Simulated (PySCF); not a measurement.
## BeZn⁺ at ROHF

Level: ROHF. Be jorge-DZP-DKH, Zn jorge-DZP-DKH; spin-free X2C with a Gaussian nucleus (PySCF 2.14).

| Quantity | Value |
| --- | --- |
| state | ²Σ⁺ (doublet), unpaired electrons σ ↑ |
| bond length | 2.410 Å |
| harmonic wavenumber | 373 cm⁻¹ |
| force constant | 0.646 mdyn/Å |
| rotational constant Be | 0.3675 cm⁻¹ |
| anharmonicity ωexe | 2.66 cm⁻¹ |
| vibration–rotation constant αe | 0.00376 cm⁻¹ |
| well depth De to Be⁺ + Zn | 156 kJ/mol |
| dissociation energy D0 | 154 kJ/mol |
| bond order (Mayer) | 0.90 |
| dipole moment (positive dipole points towards Zn; it is taken about the centre of mass and depends on that origin) | -1.77 D |

For an ion De counts to the pair picked by the measured ionisation energies or electron affinities, which need not be the lowest pair at this level. Hartree–Fock leaves out correlation, which carries a large part of most bond energies and some tenths to 1 eV of ionisation energies. The state was picked by a PBE0 search and need not be the measured ground state.
